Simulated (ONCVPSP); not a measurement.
**What one change does to a pseudopotential (S, ONCV)**

sulfur (S), optimised norm-conserving Vanderbilt (ONCV), made with ONCVPSP 4.0.1 (PBE, non-relativistic). Core [Ne], reference 3s2 3p4. Waves: 3s: rc 1.25 bohr, ncon 5, nbas 10, qcut 6 1/bohr, 1 projector; 3p: rc 1.55 bohr, ncon 4, nbas 8, qcut 5.3 1/bohr, 3 projectors, debl 3.5 Ha. Local part: polynomial inside 0.95 bohr (lpopt 5, dvloc0 1 Ha). Core correction: Teter function, fcfact 1.75, rcfact 1.55.

Change: functional Wu-Cohen.

Cutoffs: the cutoffs (Ha) at which the residual kinetic energy of the hardest occupied pseudo-wave falls to 1 and 0.1 mHa per electron; they do not see the model core or the augmentation charge, which bear on the density cutoff. Errors are all-electron minus pseudo energies relative to the spin-unpolarised reference configuration.

Question: What does the change do?

Answer: The potential gets neither clearly harder nor softer (14 Ha and 168 Ha → 14 Ha and 168 Ha); the lowest positive-energy flag moves from s at 6.5 eV to s at 41.2 eV; of the 4 tests that both files solve, the error grows in 0 and shrinks in 4 by more than 15 % and 0.3 meV (median size 18.6 → 12.7 meV); neither file shows a bound ghost.

| quantity | base | changed |
| --- | --- | --- |
| cutoff, loose | 14 Ha | 14 Ha |
| cutoff, tight | 168 Ha | 168 Ha |
| loose cutoff by channel | s 14 Ha, p 6.0 Ha | s 14 Ha, p 6.0 Ha |
| bound ghosts | none | none |
| GHOST(+) flags under 300 eV | s at 6.5 eV | s at 41.2 eV |
| error for 3s2 3p3, meV [ΔE 11.78 → 11.76 eV] | +4.3 | +2.9 |
| error for 3s2 3p2, meV [ΔE 34.08 → 34.04 eV] | +33 | +22 |
| error for 3s2 3p1, meV [ΔE 68.13 → 68.10 eV] | +131 | +87 |
| error for 3s1 3p5, meV [ΔE 10.18 → 10.16 eV] | -0.8 | -0.4 |
| s: phases at 1.27 bohr within 0.05 rad from the reference energy up to (Ha; the scan ends near 5) | -0.1 | 0.5 |
| p: phases at 1.57 bohr within 0.05 rad from the reference energy up to (Ha; the scan ends near 5) | to the end of the scan | to the end of the scan |
| rms error of d²Exc/dni dnj with the model core, mHa | 0.63 | 0.11 |

Base: The cutoffs count occupied waves only; projector 3 of the p channel, the hardest unoccupied one, needs 80 Ha at the loose tolerance. Changed file: The cutoffs count occupied waves only; projector 3 of the p channel, the hardest unoccupied one, needs 80 Ha at the loose tolerance.
